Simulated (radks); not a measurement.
The numbers below are computed, except where a source is named.
Fractional charge and spin in the 5d shell of platinum: the spin-up occupation runs from 4 to 5 and the spin-down occupation from 3 to 4; the fullest corner is Pt, [Xe] 4f14 6s(up 0.5, down 0.5) 5d(up 5, down 4). Code: a radial shooting solver on a logarithmic mesh with Libxc functionals. Model: scalar-relativistic Kohn-Sham, r2SCAN, spin-polarised, spherical densities, finite nucleus; meta-GGA in the generalised Kohn-Sham scheme; Fermi nuclear charge, rms radius of each element as measured or else 0.836 A^(1/3) + 0.57 fm. Energy (eV) minus the two flat planes that join the four corners (they meet along the diagonal where the two added fractions sum to one electron); zero is where a piecewise linear energy would lie.

\begin{tabular}{lrrrrr}
down \ up & 4 & 4.25 & 4.5 & 4.75 & 5 \\ \hline
3 & 0.000 & -1.102 & -1.456 & -1.082 & 0.000 \\
3.25 & -1.089 & -1.394 & -0.973 & 0.155 & -0.946 \\
3.5 & -1.440 & -0.969 & 0.207 & -0.849 & -1.245 \\
3.75 & -1.070 & 0.155 & -0.853 & -1.203 & -0.920 \\
4 & 0.000 & -0.959 & -1.261 & -0.932 & 0.000 \\
\end{tabular}

Corners above the fullest one (they belong to Pt+ and the next ion): (up 5, down 3) 10.725 eV, (up 4, down 4) 11.552 eV, (up 4, down 3) 33.935 eV. With half an added electron in each spin the energy lies 0.207 eV from the planes, and with half an added electron in spin up alone -1.456 eV. The planes are only a guide here: the flat-plane condition holds for ground states with one frontier orbital, while this shell lies below other occupied shells, so the corners above the fullest one are inner-hole states and not the ground states of those ions.
